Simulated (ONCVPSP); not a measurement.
# Reading a pseudo-wave (platinum)

Columns: radius, all-electron u(r) and pseudo u(r) of the 5d shell (level -6.72 eV) of platinum in the configuration [Kr] 4d10 4f14 5s2 5p6 5d9 6s0.75 6p0.25; PBEsol, scalar-relativistic, ONCV scheme, ONCVPSP 4.0.1.

| r (bohr) | all-electron | pseudo |
| --- | --- | --- |
| 0.105 | 0.2638 | 0.0027 |
| 0.210 | -0.0592 | 0.0210 |
| 0.315 | -0.3695 | 0.0661 |
| 0.420 | -0.3446 | 0.1427 |
| 0.525 | -0.1241 | 0.2472 |
| 0.630 | 0.1449 | 0.3697 |
| 0.735 | 0.3864 | 0.4966 |
| 0.840 | 0.5737 | 0.6139 |
| 0.945 | 0.7039 | 0.7105 |
| 1.050 | 0.7845 | 0.7799 |
| 1.155 | 0.8259 | 0.8207 |
| 1.260 | 0.8381 | 0.8353 |
| 1.365 | 0.8296 | 0.8289 |
| 1.470 | 0.8070 | 0.8072 |
| 1.575 | 0.7754 | 0.7756 |
| 1.680 | 0.7382 | 0.7383 |
| 1.785 | 0.6982 | 0.6982 |
| 1.890 | 0.6571 | 0.6570 |
| 1.995 | 0.6160 | 0.6160 |
| 2.100 | 0.5759 | 0.5758 |
| 2.205 | 0.5372 | 0.5372 |
| 2.310 | 0.5003 | 0.5002 |
| 2.415 | 0.4653 | 0.4652 |
| 2.520 | 0.4322 | 0.4322 |
| 2.625 | 0.4012 | 0.4012 |
| 2.730 | 0.3722 | 0.3722 |

Problem. How many radial nodes do the two functions have?

Solution. The all-electron 5d function has n − l − 1 = 2; the pseudo-wave has 0, since the states of the same l below it are removed with the core.

Problem. At about which radius was the pseudo-wave matched?

Solution. 1.95 bohr. The columns agree to 0.0005 from 1.47 bohr on; several derivatives are matched, so the curves merge somewhat inside the radius.

Problem. Where does each function peak?

Solution. Outermost all-electron maximum near 1.26 bohr, pseudo maximum near 1.26 bohr (to the table’s step).

Problem. Is the pseudo-wave norm-conserving?

Solution. Yes: the ONCV scheme keeps the norm inside the radius equal to the all-electron one, which fixes the energy derivative of the logarithmic derivative at the level.
